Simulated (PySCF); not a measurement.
F3In, SMILES [F][In+]([F])[F] (connectivity only; charge and spin as stated), charge +1, multiplicity 2. The structure is a stationary point at r2SCAN-D4/def2-SVP. The def2 effective core potentials stand for the cores of In; spin–orbit coupling is left out.

Method: r2SCAN-D4/def2-SVP (PySCF 2.14.0).

Harmonic wavenumbers (cm⁻¹): 87, 110, 301, 358, 551, 706. Rotational constants (GHz): 12.60, 2.827, 2.309; symmetry number 2.

Question: Work out the zero-point energy and the ideal-gas rigid-rotor harmonic-oscillator thermochemistry at 298.15 K and 1 atm.

Answer: ZPE = ½ Σ hcν = ½ × 2114 cm⁻¹ = 12.64 kJ/mol. H − E(el) = 29.24 kJ/mol. Entropy in J/(mol K): translation 172.93, rotation 102.07, vibration 43.37, spin 5.76, total 324.13. G − E(el) = -67.40 kJ/mol. Cp = 71.27 J/(mol K). Modes under 150 cm⁻¹ make the vibrational entropy uncertain.
